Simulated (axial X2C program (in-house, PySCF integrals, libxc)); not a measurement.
**Worked dissociation energy of SeH: TPSS, spin-free**

Computed with an in-house all-electron X2C program for linear molecules (integrals from PySCF). Spin-free means the one-electron spin-free X2C Hamiltonian. Basis: Se dyall-v3z [8s9p6d1f], H dyall-v3z [6s2p1d] (cores contracted in-house); Gaussian nuclei, density fitting, unrestricted open shells. Masses: Se 79.917 u, H 1.008 u.

Molecular state: M_S = 1/2, Λ = 1 (beyond evenly filled blocks: π+α, π+β, π-α).

```
E(Se) (2M_S = 2, M_L = 0) : -2429.831175 hartree
E(H) (2M_S = 1, M_L = 0)  : -0.500235 hartree
E(SeH) at Re              : -2430.455179 hartree
ωe                        : 2370.7 cm⁻¹
ωexe                      : 38.4 cm⁻¹
```

Q: Work out De and D0.

A: De = -2429.831175 + (-0.500235) − (-2430.455179) = 0.12377 hartree = 3.368 eV. The zero-point energy is ωe/2 − ωexe/4 = 1176 cm⁻¹ = 0.146 eV, so D0 = 3.222 eV.

Occupations by symmetry block were frozen at the best pattern of an incomplete PBE0 search. Dissociation energies refer to the lowest single-determinant-based atoms at the same level and basis. Without a current term, density functionals place determinants with orbital angular momentum somewhat too high. Spin-free De lacks the spin–orbit lowering of the heavy p-block atom, a tenth of an eV or more for 4p and 5p, up to an eV for 6p and one to two eV for 7p atoms, less what an open-shell molecule gains itself.

Each atomic determinant is the lowest at this level and need not be a pure term. Totals compare only within one Hamiltonian and basis.
